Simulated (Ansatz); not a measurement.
Reaction (ligand exchange at a Y–Cl bond): `[CH3][Y]([CH3])[Cl]` + H–F → `[CH3][Y]([CH3])[F]` + HCl

Isolated molecules relaxed with PBE0-D4/def2-TZVP in Ansatz; ΔE leaves out vibrations. CBS: MP2 limit from def2 TZ/QZ plus the TZ coupled-cluster correction, frozen cores. This one scheme is used for every species. Elements past krypton have def2 core potentials. For Y outer-core shells are correlated without core-valence functions, which leaves a few kJ/mol of doubt a bond.

```tsv
species	MP2/def2-TZVPP energy (Eh)
`[CH3][Y]([CH3])[Cl]`	-577.54949
H–F	-100.33585
`[CH3][Y]([CH3])[F]`	-217.57923
HCl	-460.30264
```

**Question.** Work out ΔE.

**Answer.** ΔE = (-217.57923) + (-460.30264) − (-577.54949) − (-100.33585) = 0.00347 Eh = +0.09 eV. CCSD(T)/CBS gives +0.07 eV.

Largest T1 diagnostic among the species: 0.013.

In def2-TZVPP, CCSD(T) changes the Hartree–Fock value by −0.11 eV (the triples alone add −0.01 eV) and MP2 by −0.07 eV. From BLYP to BHLYP (50 % exact exchange), in def2-TZVPP and without D4, ΔE moves by +0.20 eV.
